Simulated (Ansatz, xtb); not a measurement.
Ranking isomers of C6H6Cl2O

7 gas-phase structures of C6H6Cl2O, from a drawn sample of its isomers (lower ones may exist). Each was relaxed with GFN2-xTB; where two conformers were screened, the lower at r2SCAN-D4/def2-SVP is listed:

A. `O=C1C=C[C@H](C(Cl)Cl)C1`, a singlet
B. `C=C1C[C@H](Cl)C=C(Cl)O1`, a singlet
C. `ClC(Cl)Cc1ccco1`, a singlet
D. `O[C@@H]1CC(Cl)=CC=C1Cl`, a singlet
E. `O=C1C=C(Cl)[C@H](CCl)C1`, a singlet
F. `C=CC1=CC(Cl)(Cl)CO1`, a singlet
G. `ClC(Cl)C1=CCC=CO1`, a singlet

Q: Estimate their order in r2SCAN-D4/def2-SVP energy at these geometries, lowest first.

A: Calculated order at r2SCAN-D4/def2-SVP: E (0.000), A (0.250), C (0.397), D (0.671), B (0.908), F (1.134), G (1.228) eV.

Energies above the lowest of each column, in eV; the last columns are at PBE0-D3(BJ)/def2-SVP geometries and were run for some of them only (a dash: not run or not comparable):

```json
{"structure": "E", "GFN2-xTB": "0.088", "HF/STO-3G": "0.010", "r2SCAN-D4/def2-SVP": "0.000", "PBE0-D3(BJ)/def2-SVP": "0.000", "CCSD(T)/def2-SVP + ΔMP2/def2-TZVPP": "0.000"}
{"structure": "A", "GFN2-xTB": "0.410", "HF/STO-3G": "0.253", "r2SCAN-D4/def2-SVP": "0.250", "PBE0-D3(BJ)/def2-SVP": "0.235", "CCSD(T)/def2-SVP + ΔMP2/def2-TZVPP": "0.190"}
{"structure": "C", "GFN2-xTB": "0.000", "HF/STO-3G": "0.000", "r2SCAN-D4/def2-SVP": "0.397", "PBE0-D3(BJ)/def2-SVP": "0.394", "CCSD(T)/def2-SVP + ΔMP2/def2-TZVPP": "0.406"}
{"structure": "D", "GFN2-xTB": "0.407", "HF/STO-3G": "0.905", "r2SCAN-D4/def2-SVP": "0.671", "PBE0-D3(BJ)/def2-SVP": "0.667", "CCSD(T)/def2-SVP + ΔMP2/def2-TZVPP": "–"}
{"structure": "B", "GFN2-xTB": "0.398", "HF/STO-3G": "0.634", "r2SCAN-D4/def2-SVP": "0.908", "PBE0-D3(BJ)/def2-SVP": "–", "CCSD(T)/def2-SVP + ΔMP2/def2-TZVPP": "–"}
{"structure": "F", "GFN2-xTB": "0.749", "HF/STO-3G": "0.856", "r2SCAN-D4/def2-SVP": "1.134", "PBE0-D3(BJ)/def2-SVP": "–", "CCSD(T)/def2-SVP + ΔMP2/def2-TZVPP": "–"}
{"structure": "G", "GFN2-xTB": "0.707", "HF/STO-3G": "0.752", "r2SCAN-D4/def2-SVP": "1.228", "PBE0-D3(BJ)/def2-SVP": "–", "CCSD(T)/def2-SVP + ΔMP2/def2-TZVPP": "–"}
```

CCSD(T)/def2-SVP + ΔMP2/def2-TZVPP puts E lowest of those it was run on; GFN2-xTB picks C. Flexible structures stand in one conformer each, not always the lowest. Frequencies (GFN2-xTB) were run for A, C, E alone. ΔMP2 is the change of the MP2 energy from the smaller to the larger basis.

Over these structures GFN2-xTB departs from r2SCAN-D4/def2-SVP by 0.220 eV on average once a common shift is removed. A GFN2-xTB relaxation took about 0.09 s and the r2SCAN-D4/def2-SVP energy about 2.9 s on a shared host (Ansatz 0.2.0, xtb 6.7.1).
